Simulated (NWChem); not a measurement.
System: SiH$_{2}$S$_{2}$F$_{2}$; SMILES F[Si](F)(S)S

```xyz
7

F     -0.1678    -1.2802    -1.3037
Si     0.0000     0.0000    -0.3439
F      0.1678     1.2802    -1.3037
S     -1.7831     0.0464     0.7858
S      1.7831    -0.0464     0.7858
H     -1.3462     1.0588     1.5675
H      1.3462    -1.0588     1.5675
```
Atoms are numbered in this order, from 1.

Computed with NWChem. Coordinates come from a PBE0/def2-SVP optimisation. B3LYP is NWChem's, with the RPA form of VWN correlation. Vertical excitations in the gas phase; the lowest state need not have the same character in each row.

| level | lowest excitation, singlet (eV) | oscillator strength of that lowest state | lowest state with f > 0.02, singlet (eV) | lowest triplet (eV) | orbital gap (eV) |
|---|---|---|---|---|---|
| PBE/def2-SVP, TDA | 6.04 | 0.006 | 6.57 | 5.65 | 5.89 |
| B3LYP/def2-SVP, TDA | 6.40 | 0.007 | 7.07 | 5.90 | 7.64 |
| Hartree-Fock/def2-SVP, CIS | ___ | 0.004 | ___ | ___ | ___ |

**Question.** Fill in the missing entries.

**Answer.** 
- Hartree-Fock/def2-SVP, CIS, lowest excitation, singlet (eV): 7.21
- Hartree-Fock/def2-SVP, CIS, lowest state with f > 0.02, singlet (eV): 8.62
- Hartree-Fock/def2-SVP, CIS, lowest triplet (eV): 6.45
- Hartree-Fock/def2-SVP, CIS, orbital gap (eV): 14.69
